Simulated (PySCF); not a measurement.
**Structure from NMR data**

The spectra below were simulated for a compound C₅H₇F₂N.

$^{1}$H NMR (400 MHz, computed): δ 6.64 (m, 1H), 6.42 (m, 1H), 6.23 (m, 1H), 5.93 (td, J = 62.5, 1.7 Hz, 1H), 3.38 (t, J = 2.6 Hz, 3H).

$^{13}$C{$^{1}$H} NMR (computed): δ 168.4 (t, J = 29.2 Hz), 138.4, 127.2 (t, J = 2.4 Hz), 122.9 (t, J = 305.0 Hz), 38.5.

One computed conformer, fast rotation and ring inversion assumed for equivalent nuclei, no solvent model, relativity neglected. NMR shieldings at PBE0/pcSseg-1/GIAO; B3LYP/pcJ-1 coupling constants (spin–dipole term only in couplings to heteroatoms); structure optimised with PBE0-D3(BJ)/def2-SVP; PySCF 2.14.

Chemical shifts δ = σref − σ; $^{1}$H (σ = 31.27 ppm) and $^{13}$C (σ = 184.41 ppm) against TMS, all at this level.

Propose a structure and justify it.

## Answers


1. The formula gives 2 degrees of unsaturation (no ring in the answer).
2. 5 carbon signals for 5 carbons: no two carbons are equivalent.
3. Carbon types of the structure: 1 × C, 2 × CH, 1 × CH2, 1 × CH3, which accounts for all hydrogens.
4. δC 168.4: C=N carbon.
5. δC 138.4: terminal =CH2 carbon; an sp2 carbon of a C=C bond.
6. δC 127.2: alkene CH; the olefinic region.
7. δC 122.9: sp3 CH bonded to 2 F; 2 electronegative neighbours deshield it.
8. δH 6.42: hydrogen on an alkene CH; olefinic region.
9. δH 5.93: hydrogen on an sp3 CH bonded to 2 F; its carbon carries F, an electronegative neighbour.
10. δH 3.38: hydrogen on a methyl carbon bonded to N; its carbon carries N, an electronegative neighbour.

Structure: `C=C/C(=N\C)C(F)F`.

This is the structure that produced the data.

C–F couplings over four or more bonds (about 3 Hz to the para carbon of a fluoroarene) are left out. Common functionals overestimate the size of one-bond C–F couplings by tens of Hz; these are unscaled. Multiplet labels drop couplings under 1 Hz and merge nearly equal ones. Unscaled 3J(H,H) at this level run about 10 % above measured values. Shifts are as computed. Against solution values, carbons near 30 ppm lie about +2 ppm off and those near 130 ppm about +5 ppm. Of 1211 compounds with measured shifts, 218 miss one by over three times the rms of a fit or turn the order of signals round; such compounds aren't used in these exercises.
